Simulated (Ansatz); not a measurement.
Process, species as SMILES: [WH6] (WH6) -> [WH6] (WH6) as doublet, charge +1 + e-
Structures are relaxed separately at B3LYP-D3(BJ)/def2-TZVP in Ansatz (a quantum-chemistry and plane-wave program). High T1 diagnostic, so coupled cluster is less sure: [WH6] (WH6). [WH6] (WH6) as doublet, charge +1: The spin state was set by rule; other spins were not relaxed.
Geometry of the first species:
```xyz
7

W      0.0303    -0.0122    -0.0074
H     -1.1267     0.0336     1.1930
H     -0.8271     1.4080     0.1646
H     -0.2194    -0.9924    -1.3903
H     -1.5654    -0.0272    -0.4923
H      0.5029    -0.8924     1.3844
H      0.9962     1.3705    -0.3088
```

Property: adiabatic ionisation energy (electronic energy difference), in eV. Correlated levels leave the core frozen unless marked. UHF or UKS for open shells. No spin-orbit coupling. The frozen core is the preceding noble-gas configuration, with the filled d and f shells of earlier blocks. Past Kr the def2 sets carry scalar-relativistic core potentials. CBS marks a two-point X^-3 extrapolation of the correlation energy; Hartree-Fock from the larger set. [CCSD(T)-MP2]/basis is that difference in the basis named.

```json
[
 {"level": "HF/def2-TZVPP", "program": "Ansatz", "adiabatic ionisation energy (eV)": "7.26"},
 {"level": "PBE-D3(BJ)/def2-TZVPD", "program": "Ansatz + dftd3", "adiabatic ionisation energy (eV)": "8.62"},
 {"level": "BLYP-D3(BJ)/def2-TZVPD", "program": "Ansatz + dftd3", "adiabatic ionisation energy (eV)": "8.54"},
 {"level": "PBE0-D4/def2-TZVP", "program": "Ansatz + dftd4", "adiabatic ionisation energy (eV)": "8.57"}
]
```

Q: Estimate the value at RI-MP2/CBS(def2-TZVPPD,def2-QZVPPD)+[CCSD(T)-MP2]/def2-TZVPPD as computed with Ansatz.

A: 8.64 eV, so PBE0-D4/def2-TZVP differs from it by -0.07 eV.
